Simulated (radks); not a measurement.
Excited configurations of Ba I: one electron is placed in a higher orbital outside [Xe] 6s1. The ground configuration is [Xe] 6s2. All-electron calculation, scalar-relativistic Kohn-Sham, r2SCAN, spin-polarised, spherical densities, finite nucleus; open shells are filled with parallel spins first (spin-orbit coupling, left out, can overturn this in heavy ions); meta-GGA in the generalised Kohn-Sham scheme; Fermi nuclear charge, rms radius 4.8378 fm. Program: a radial shooting solver on a logarithmic mesh with Libxc functionals. Excitation = E - E(ground); binding = E(ion) - E, where the ion is the core of charge +1; n* = 1/sqrt(2 binding) in atomic units, and the quantum defect is n - n*.

outer orbital  excitation (eV)  binding (eV)     n*  eigenvalue (eV)  <r> (bohr)
5f                       4.033         0.895  3.900           -0.415       17.55
6d                       3.521         1.406  3.110           -0.692       12.18
7f                       4.489         0.439  5.565           -0.272       45.24

The Delta-SCF ionisation energy is 4.928 eV (NIST Atomic Spectra Database: 5.212 eV, measured). Self-interaction in the functional shifts the binding energies and quantum defects, so they are the method's values and not measured ones.
